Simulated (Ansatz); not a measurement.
SnBr2⁻. The state is a doublet with charge -1. Geometry PBE0-D4/def2-TZVP, that of the neutral singlet; atoms count from 1.

Cartesian coordinates in Å:
```
Sn -0.5369 0.4443 -0.8368
Br -1.3774 -0.3910 1.3848
Br 1.9143 -0.0533 -0.5480
```

In the def2 sets Sn takes a core potential; there is no spin–orbit coupling. The highest occupied level of the charge -1 doublet lies above zero (up to 0.16 eV). By energy differences its removal costs 1.57 eV (vertical, to the charge 0 singlet, at PBE0-D4/def2-TZVPD); a positive level beside a positive removal energy at the same level points to self-interaction error.

**Question.** Estimate the Mulliken populations from the PBE0/def2-TZVPD orbitals of Ansatz.

**Answer.** 
| atom | charge (e) | spin (α − β) |
| --- | --- | --- |
| Sn1 | -0.03 | 1.00 |
| Br2 | -0.49 | 0.00 |
| Br3 | -0.49 | 0.00 |
Mulliken values and Mayer orders depend strongly on the basis. With diffuse functions, as here, like atoms can get unlike values, and bond orders can come out too low or too high.

**Question.** Where does the spin sit?

**Answer.** Summed by element: Sn 1.00, Br 0.00, of 1 unpaired in all. Largest on single atoms: Sn1 1.00, Br2 0.00, Br3 0.00.

**Question.** And the Mayer bond orders between bonded heavy atoms (over 0.3)?

**Answer.** Sn1–Br2 0.77 (2.52 Å); Sn1–Br3 0.77 (2.52 Å).
